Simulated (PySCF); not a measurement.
## Assignment exercise: C6H15OPSi

Bonds (- single, = double, # triple, : aromatic): C1-C2, C2-C3, C3-C4, C4-P5, P5=O6, P5-C7, C7-C8, C8-Si9, C8-C2. C1 carries H10, H11, H12; C2 carries H13; C3 carries H14, H15; C4 carries H16, H17; P5 carries H18; C7 carries H19, H20; C8 carries H21; Si9 carries H22, H23, H24. Stereochemistry as in C[C@@H]1CC[P@H](=O)C[C@@H]1[SiH3]. H15, H16, H19 are cis to C1 on the ring; H14, H17, H20 are trans to C1 on the ring.

- coordinates at the GFN2-xTB level
- shieldings: GIAO PBE0/pcSseg-1
- program: PySCF 2.14.0 with density-fitted response routines
- a single conformation, in vacuum, no relativistic terms, one averaged value for each set of equivalent atoms

Referencing at the same level of theory: 13C (186.93 ppm) and 1H (31.72 ppm) vs TMS.

(1) Assign these signals to the numbered atoms. 13C{1H} NMR (computed): δ 34.4 (CH2), 33.4 (CH), 29.0 (CH2), 27.2 (CH2), 22.5 (CH), 14.8 (CH3).

(2) Assign these signals to the numbered atoms. 1H NMR (400 MHz, computed): δ 7.11 (m, 1H), 3.81 (d, 3H), 1.95 (m, 1H), 1.94 (m, 1H), 1.89 (m, 1H), 1.84 (m, 1H), 1.83 (m, 1H), 1.71 (m, 1H), 1.60 (m, 1H), 1.10 (m, 1H), 1.06 (d, 3H).

Answers

(1) 
| δ (ppm) | atoms | environment | reason |
| --- | --- | --- | --- |
| 34.4 | C3 | sp3 CH2 in a ring | saturated and bonded to C and H only |
| 33.4 | C2 | sp3 CH in a ring | saturated and bonded to C and H only |
| 29.0 | C7 | sp3 CH2 bonded to P | – |
| 27.2 | C4 | sp3 CH2 bonded to P | – |
| 22.5 | C8 | sp3 CH bonded to Si | – |
| 14.8 | C1 | methyl carbon | aliphatic region, no heteroatom directly attached |

C3 and C2; C7 and C4 lie closer than the usual error of such a calculation, so a measured spectrum could show them in the other order.

(2) 
| δ (ppm) | atoms | environment | reason |
| --- | --- | --- | --- |
| 7.11 | H18 | hydrogen on a phosphorus bonded to 2 C, O, in a 6-membered ring | – |
| 3.81 | H22/H23/H24 | hydrogen on a silicon bonded to C | – |
| 1.95 | H17 | hydrogen on an sp3 CH2 bonded to P | – |
| 1.94 | H16 | hydrogen on an sp3 CH2 bonded to P | – |
| 1.89 | H15 | hydrogen on an sp3 CH2 in a ring | – |
| 1.84 | H20 | hydrogen on an sp3 CH2 bonded to P | – |
| 1.83 | H19 | hydrogen on an sp3 CH2 bonded to P | – |
| 1.71 | H13 | hydrogen on an sp3 CH in a ring | – |
| 1.60 | H14 | hydrogen on an sp3 CH2 in a ring | – |
| 1.10 | H21 | hydrogen on an sp3 CH bonded to Si | – |
| 1.06 | H10/H11/H12 | hydrogen on a methyl carbon | far from electronegative atoms and π systems |

H17 and H16; H16 and H15; H15 and H20; H20 and H19; H19 and H13; H13 and H14; H21 and H10/H11/H12 lie closer than the usual error of such a calculation, so a measured spectrum could show them in the other order.

Splittings by 31P in the carbon and heteronuclear signals aren't shown, as no couplings were computed. Shifts are as computed. Against solution values, carbons near 30 ppm lie about +3 ppm off and those near 130 ppm about +5 ppm. Of 1211 compounds with measured shifts, 218 miss one by over three times the rms of a fit or turn the order of signals round; such compounds aren't used in these exercises. No couplings were computed; multiplicities are counted from neighbouring protons, with m where these are inequivalent, close in shift, in a saturated or five-membered ring or joined by F or P, and br s for small geminal =CH2 splittings.
